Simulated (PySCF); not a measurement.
Molecule: SMILES CCC[SiH2]S[SiH3], C₃H₁₂SSi₂.

Geometry:
```
atom   x (Å)   y (Å)   z (Å)
  C1  -3.273   0.290   0.019
  C2  -1.902   0.690  -0.506
  C3  -0.755  -0.025   0.208
 Si4   0.949   0.460  -0.410
  S5   2.385  -0.675   0.735
 Si6   4.197   0.097  -0.121
  H7  -3.370   0.522   1.092
  H8  -4.079   0.818  -0.512
  H9  -3.444  -0.792  -0.100
 H10  -1.776   1.782  -0.405
 H11  -1.849   0.483  -1.589
 H12  -0.786   0.179   1.293
 H13  -0.854  -1.120   0.102
 H14   1.110   0.157  -1.867
 H15   1.197   1.924  -0.222
 H16   4.303   1.574   0.083
 H17   5.318  -0.591   0.579
 H18   4.265  -0.185  -1.586
```

Geometry PBE0-D3(BJ)/def2-SVP throughout; GIAO in PySCF 2.14, gas phase, one conformer, non-relativistic; equivalent atoms averaged; functional PBE0.

For orientation, cc-pVDZ gives these shifts δ (against TMS, CS2 at the same level): C2 22.2, C3 19.1, Si4 -15.4, S5 -310.3, H16/H17/H18 4.62, H14/H15 4.67, H7/H8/H9 1.01, H10/H11 1.33, H12/H13 0.98 ppm.

A run gave: C2 19.2, C3 16.2, Si4 3.9, S5 -312.8, H16/H17/H18 4.72, H14/H15 4.78, H7/H8/H9 1.11, H10/H11 1.51, H12/H13 1.02 ppm (shifts δ (against TMS, CS2 at the same level)).

Problem. Which basis set was used in that run?
A. aug-cc-pVDZ
B. 6-31G*
C. def2-SVP
D. 6-311+G(2d,p)

Solution. B. Si4 tells them apart best: 6-31G* gives 3.9, aug-cc-pVDZ gives -16.9, def2-SVP gives -22.8, 6-311+G(2d,p) gives -16.7 ppm.
